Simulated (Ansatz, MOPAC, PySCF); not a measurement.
Noncovalent pair: boric acid (SMILES OB(O)O) (first 7 atoms) with HF (SMILES F); geometry from B3LYP-D3(BJ)/def2-TZVP.
(charge 0, multiplicity 1):
```xyz
9

O     -0.02765    -0.57079     1.55988
B      0.28392    -0.24984     0.25821
O      0.70115    -1.27121    -0.55616
O      0.14056     1.06237    -0.07630
H      0.08528    -1.50525     1.76027
H      0.91708    -1.04059    -1.46276
H      0.35373     1.30290    -0.98032
F     -0.87829     0.86382     3.61539
H     -0.57472     0.41250     2.84640
```

Counterpoise-corrected where a basis set is named; no monomer relaxation.

Rows in 6-31G* carry no dispersion term and start afresh at each structure (6-31G* with six Cartesian d functions). The state reached by PM7 isn't checked; PM7 holds dispersion and hydrogen-bond terms.

Codes used: Ansatz (Gaussian basis) for Hartree–Fock, density functionals and correlated methods; MOPAC for PM7 (differences of heats of formation); PySCF for 6-31G* rows. Values without a source in brackets are computed.

### Question
Predict the interaction energy from PBE0/def2-TZVPPD.

### Answer
-9.0 kcal/mol

### Question
What interaction energy does PM7 give?

### Answer
-3.4 kcal/mol

### Question
What is the computed interaction energy (HF/6-31G*)?

### Answer
-7.9 kcal/mol

Ansatz is an electronic-structure program.
